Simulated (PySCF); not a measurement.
Al(F)2(SiH3) (AlF2H3Si), SMILES [F][Al]([F])[SiH3].

The structure is a stationary point at B3LYP-D3(BJ)/def2-SVP.

Method: TDA-M06-2X/def2-SVPD in PySCF.

Vertical excitations. Isolated molecule, no solvent.

List the lowest excited states. (An estimate is asked for; the answer gives what the named calculation found.)


| state | energy (eV) | λ (nm) | f | main pairs |
|---|---|---|---|---|
| S1 | 6.32 | 196 | 0.116 | HOMO→LUMO 94 % |
| S2 | 7.00 | 177 | 0.377 | HOMO→LUMO+1 91 % |
| S3 | 7.42 | 167 | 0.114 | HOMO→LUMO+2 84 % |
| S4 | 7.77 | 159 | 0.009 | HOMO−1→LUMO 90 % |
| S5 | 8.06 | 154 | 0.040 | HOMO−2→LUMO 72 %, HOMO→LUMO+3 18 % |
| S6 | 8.43 | 147 | 0.003 | HOMO→LUMO+5 76 %, HOMO−2→LUMO+1 12 % |
| S7 | 8.47 | 146 | 0.063 | HOMO−2→LUMO+1 46 %, HOMO−1→LUMO+1 27 %, HOMO→LUMO+5 9 % |
| S8 | 8.48 | 146 | 0.065 | HOMO−1→LUMO+1 49 %, HOMO−2→LUMO+1 28 % |
| S9 | 8.56 | 145 | 0.171 | HOMO→LUMO+3 38 %, HOMO→LUMO+4 23 %, HOMO−2→LUMO 12 %, HOMO−1→LUMO+1 12 % |
| S10 | 8.89 | 139 | 0.009 | HOMO−2→LUMO+2 81 % |
| T1 | 5.01 | 248 | 0 | HOMO→LUMO 97 % |
| T2 | 5.85 | 212 | 0 | HOMO→LUMO+1 81 % |
| T3 | 6.46 | 192 | 0 | HOMO→LUMO+2 94 % |
| T4 | 7.27 | 171 | 0 | HOMO−2→LUMO 88 % |
Triplets are in the Tamm–Dancoff approximation.
